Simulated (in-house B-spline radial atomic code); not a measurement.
Radial electron density of Co+, [Ar] 3d8. Level of theory: scalar-relativistic (X2C) BHandHLYP, spin-polarised, spherical fractional occupations, exact exchange averaged over the configuration, Fermi nucleus of rms radius 3.7875 fm; calculated with an all-electron radial atomic-structure program (B-spline basis).

One-electron X2C: radii and densities carry no picture-change correction, so inner-shell <1/r> comes out high (for 1s by about 2 % at Z = 33, 5 % at 54, 10 % at 75, 30 % at 118) and <r> low.

Columns: r (bohr), 4πr²n(r) (electrons per bohr), bar.

```
 0.00222   0.9647 #
 0.00267    1.332 ##
  0.0032    1.819 ##
 0.00385    2.489 ###
 0.00462    3.368 ####
 0.00555    4.531 #####
 0.00666     6.03 #######
   0.008    7.947 ##########
 0.00961    10.33 ############
  0.0115    13.15 ################
  0.0139    16.62 ####################
  0.0166    20.22 ########################
    0.02    24.13 #############################
   0.024    27.75 #################################
  0.0288    30.67 #####################################
  0.0346    32.42 #######################################
  0.0416    32.59 #######################################
  0.0499    31.19 #####################################
    0.06    28.72 ##################################
   0.072    26.36 ################################
  0.0865    25.46 ###############################
   0.104    27.01 ################################
   0.125    30.76 #####################################
    0.15    34.85 ##########################################
    0.18    36.66 ############################################
   0.216     34.2 #########################################
   0.259    27.81 #################################
   0.312    20.13 ########################
   0.374    15.26 ##################
   0.449     14.7 ##################
    0.54    16.98 ####################
   0.648    18.68 ######################
   0.778    17.57 #####################
   0.934    13.88 #################
    1.12    9.406 ###########
    1.35    5.548 #######
    1.62    3.048 ####
    1.94    1.603 ##
    2.33   0.7933 #
     2.8   0.3587 
    3.37   0.1393 
    4.04  0.04497
```

On this grid the curve has 3 maxima, near 0.0416, 0.18, 0.648 bohr.

The 3d up radial function P(r) = rR(r), positive near the nucleus:

```json
{"r (bohr)": "0.02", "P": "0.00123"}
{"r (bohr)": "0.0288", "P": "0.003366"}
{"r (bohr)": "0.0416", "P": "0.009029"}
{"r (bohr)": "0.06", "P": "0.02316"}
{"r (bohr)": "0.0865", "P": "0.05608"}
{"r (bohr)": "0.125", "P": "0.1265"}
{"r (bohr)": "0.18", "P": "0.2563"}
{"r (bohr)": "0.259", "P": "0.4576"}
{"r (bohr)": "0.374", "P": "0.7029"}
{"r (bohr)": "0.54", "P": "0.8952"}
{"r (bohr)": "0.778", "P": "0.9226"}
{"r (bohr)": "1.12", "P": "0.7728"}
{"r (bohr)": "1.62", "P": "0.5303"}
{"r (bohr)": "2.33", "P": "0.2961"}
{"r (bohr)": "3.37", "P": "0.1218"}
```
